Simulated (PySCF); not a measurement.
Mean polarisability (bohr³) of eight silicon and germanium compounds: PBE beside M06-2X, computed with PySCF for isolated molecules in the bases named; differences from unrounded values. The eight are the first of their class met in an unordered collection, after screening for sound electronic states; none was chosen by its value. Each molecule has one DFT geometry for both levels.

| molecule | basis | M06-2X | PBE | difference |
|---|---|---|---|---|
| C2H5FO2Si, SMILES O=CC[Si@H](O)F | def2-TZVP | 50.9 | 54.7 | 3.8 |
| C3H7FOSi, SMILES C=CC[Si@H](O)F | def2-TZVP | 61.5 | 64.9 | 3.4 |
| CH7ClOSi2, SMILES C[SiH2][Si@H](Cl)O | def2-TZVP | 80.3 | 84.4 | 4.1 |
| 1-hydroxysiletane (C₃H₈OSi), SMILES C1C[SiH](C1)O | def2-TZVP | 62.3 | 65.4 | 3.1 |
| FGeH3S3, SMILES [F][Ge]([SH])([SH])[SH] | def2-TZVP | 84.9 | 89.0 | 4.2 |
| BFH₄O₃Si, SMILES OB(O)O[SiH2]F | def2-TZVP | 45.1 | 49.0 | 3.9 |
| Si(H)(F)(Br)(NH2) (BrFH3NSi), SMILES N[SiH](F)Br | def2-TZVP | 48.7 | 51.4 | 2.7 |
| C4H9FSi, SMILES CC[SiH2]/C=C\F | def2-TZVP | 76.4 | 79.8 | 3.4 |

PBE lies below M06-2X in 0 and above it in 8 of the eight; the mean signed difference is 3.6 and the largest 4.2 bohr³.
